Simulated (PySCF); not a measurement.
Below is a simulated gas-phase C 1s photoelectron spectrum of `C[CH2][GeH]([CH3])[CH3]`.

Every computed line was given a Gaussian of 0.7 eV full width at half maximum and an area set by the number of equivalent atoms; the highest printed point is 100. Theory: delta-SCF UKS SCAN, pcX-2 on the ionised atom, pcseg-1 elsewhere, spin-free X2C in PySCF 2.14.0.

binding energy (eV), intensity and a bar:
```
    288.9          0 
    289.0          1 
    289.1          2 #
    289.2          5 ##
    289.3         11 ###
    289.4         21 ######
    289.5         36 ###########
    289.6         55 ################
    289.7         75 ######################
    289.8         91 ###########################
    289.9        100 ##############################
    290.0        100 ##############################
    290.1         91 ###########################
    290.2         79 ########################
    290.3         66 ####################
    290.4         55 #################
    290.5         46 ##############
    290.6         38 ###########
    290.7         31 #########
    290.8         23 #######
    290.9         15 #####
    291.0         10 ###
    291.1          5 ##
    291.2          3 #
    291.3          1 
    291.4          0 
    291.5          0
```

Count the maxima, the lines and the sites behind this envelope.

The curve has 1 maximum (at 289.9 eV). Under it lie 3 lines from 3 inequivalent carbon sites. At this width some lines have no maximum of their own.

Decompose the envelope and assign each component. Numbering: `[CH3:1][CH2:2][GeH:3]([CH3:4])[CH3:5]`.

```
position (eV)  relative area  line  atoms                    environment
       289.91              1  C 1s     C2  sp3 carbon bound to germanium
       289.92              2  C 1s  C4/C5  sp3 carbon bound to germanium
       290.53              1  C 1s     C1                  methyl carbon
```

What are the centre and the root-mean-square width of the whole band?

The area-weighted mean of the lines is 290.07 eV. Their own spread about it is 0.27 eV (rms) and each Gaussian has σ = 0.7/2.355 = 0.30 eV; the variances add, which gives 0.40 eV.

Lowest listed C 1s: C2, bonded to C, 2 H and Ge. Highest, 0.62 eV above it: C1, bonded to C and 3 H. The values 289.91 and 289.92 eV lie too close for their order to be trusted.

Shake-up satellites, vibrational structure and lifetime widths aren't simulated. One atom of each set of topologically equivalent atoms was ionised and stands for the set; in this conformer not all members are related by symmetry, and their own values weren't computed. Geometry: PBE0-D3(BJ)/def2-SVP, one conformer, isolated molecule.

Shape of the structure used: `[CH3:1][CH2:2][GeH:3]([CH3:4])[CH3:5]`: C1–C2–Ge3–C4 63°.
